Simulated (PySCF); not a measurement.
## C₇H₁₂O₂S: full NMR table

```yaml
Formula: C7H12O2S
SMILES: CS(=O)(=O)/C=C\C1CCC1
InChI: InChI=1S/C7H12O2S/c1-10(8,9)6-5-7-3-2-4-7/h5-7H,2-4H2,1H3/b6-5-
Point_group_of_the_computed_structure: C1
Degrees_of_unsaturation: 2
Carbon_signals: 6
Proton_signals: 8
```

Numbering as in the mapped SMILES `[CH3:1][S:2](=[O:3])(=[O:4])/[CH:5]=[CH:6]\[CH:7]1[CH2:8][CH2:9][CH2:10]1`. Hydrogens are named by the atom that carries them. Ha(C8), Ha(C9), Ha(C10) are cis to C6 on the ring; Hb(C8), Hb(C9), Hb(C10) are trans to C6 on the ring.

PySCF calculation with structure optimised with PBE0-D3(BJ)/def2-SVP and GIAO KT2/pcSseg-1 shieldings; relativity neglected, averaged over atoms made equivalent by symmetry, fast rotation or ring inversion, one computed conformer, no solvent model.

δ = σ(ref) − σ, references computed at the same level: 1H (σ = 31.18 ppm), 13C (σ = 183.22 ppm) against TMS; H2O for 17O (σ = 330.66 ppm); 33S (σ = 518.69 ppm) against CS2.

| carbon | δC, type | δH (multiplicity) | HMBC from (2–3 bonds) | span of the C tensor (ppm) |
| --- | --- | --- | --- | --- |
| C1 | 45.4, CH3 | 2.60 (s) | H(C5) | 73 |
| C5 | 130.4, CH | 6.22 (m) | H(C6), H(C7), H(C1) | 148 |
| C6 | 144.8, CH | 6.06 (m) | H(C5), H(C7), Hb(C8)/Hb(C10), Ha(C8)/Ha(C10) | 202 |
| C7 | 39.6, CH | 4.35 (m) | H(C5), H(C6), Hb(C8)/Hb(C10), Hb(C9), Ha(C8)/Ha(C10), Ha(C9) | 36 |
| C8/C10 | 34.7, CH2 | Hb(C8) 2.44 (m); Ha(C8) 1.81 (m) | H(C6), H(C7), Hb(C8)/Hb(C10), Hb(C9), Ha(C8)/Ha(C10), Ha(C9) | 40 |
| C9 | 23.0, CH2 | Ha(C9) 1.70 (m); Hb(C9) 2.02 (m) | H(C7), Hb(C8)/Hb(C10), Ha(C8)/Ha(C10) | 25 |

Other nuclei:
| atoms | nucleus | environment | δ (ppm) | σ (ppm) |
| --- | --- | --- | --- | --- |
| O3/O4 | 17O | S=O oxygen | 248.6 | 82.0 |
| S2 | 33S | sulfone sulfur | 286 | 232.7 |

- Carbon types of the structure: 3 × CH, 3 × CH2, 1 × CH3, which accounts for all hydrogens.
- δC 144.8, 130.4: alkene CH; the olefinic region.
- δC 39.6: allylic sp3 CH; a saturated carbon with 3 carbon neighbours and no heteroatom attached.
- δC 34.7, 23.0: sp3 CH2 in a ring; saturated and bonded to C and H only.
- δH 6.22, 6.06: hydrogen on an alkene CH; attached to an sp2 carbon and in the plane of the double bond.
- δH 4.35: hydrogen on an allylic sp3 CH.

Shifts are as computed. Against solution values, carbons near 30 ppm lie about +2 ppm off and those near 130 ppm about -5 ppm. Of 1211 compounds with measured shifts, 218 miss one by over three times the rms of a fit or turn the order of signals round; such compounds aren't used in these exercises. Experimental scales use liquid or dissolved standards, which lie at an offset from isolated H2O (liquid H2O: subtract about 36 ppm). Multiplicities follow the n + 1 count of equivalent neighbours, as no J values were calculated; m marks all less simple cases, F and P coupling included.
